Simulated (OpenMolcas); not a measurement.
**What dynamic correlation does to the levels of B2+**

- Program: OpenMolcas
- Basis: ANO-RCC-VQZP [5s4p3d2f1g]
- Scalar Hamiltonian: DKH2, point nucleus
- Active space: 1 electron in 4 orbitals (2s 2p)
- State averaging: 2S+1 = 2 even, 1 root; 2S+1 = 2 odd, 3 roots
- Spin-orbit coupling: RASSI with atomic mean-field integrals over the reference wave functions, term energies averaged over their components

Methods on the same reference wave functions:
A. CASSCF
B. SS-CASPT2, IPEA 0.25 Eh, imaginary shift 0.1 Eh (closed shells correlated: 1s)

Energies in cm-1 above 2s 2S 1/2, the measured ground level; measured values from Moore, Atomic Energy Levels, vol. I, NSRDS-NBS 35 (1971 reprint of NBS Circular 467, 1949).

```csv
Level,A,B,Measured
2s 2S 1/2,0.0,0.0,0.0
2p 2P* 1/2,48887,48554,48358
2p 2P* 3/2,48917,48584,48393
```

Deviations, from unrounded energies. A percentage is the sum of absolute deviations over the sum of measured energies, with the sign that they share, or ± where signs differ.

| Against measurement | Levels | A | B |
| --- | --- | --- | --- |
| mean absolute deviation (cm-1) | 2 | 530 | 190 |
| other configurations (%) | 2 | +1.1 | +0.4 |

B lies closest to measurement on these levels. The largest miss of B in the table is 2p 2P* 1/2, by +200 cm-1. The ranking rests on the paired levels alone, and a cruder setting can come out closer through cancelling errors.

The lowest spin-free term lies below A's lowest term by 0.036 hartree in B.

With one active electron the reference holds no correlation, so core polarisation is missing (holds for A). With one active electron, CASPT2 adds the correlation within the correlated inactive shells and between them and that electron, and leaves the splitting within a term as the reference gives it (holds for B). Measured partners are found by configuration, term and J. A level has none where our copy of the source lacks it or the pairing is in doubt (some pairs that miss far off the trend of their configuration count as doubtful), and it then counts in no deviation. Only configurations of the active space appear.

* marks odd parity.
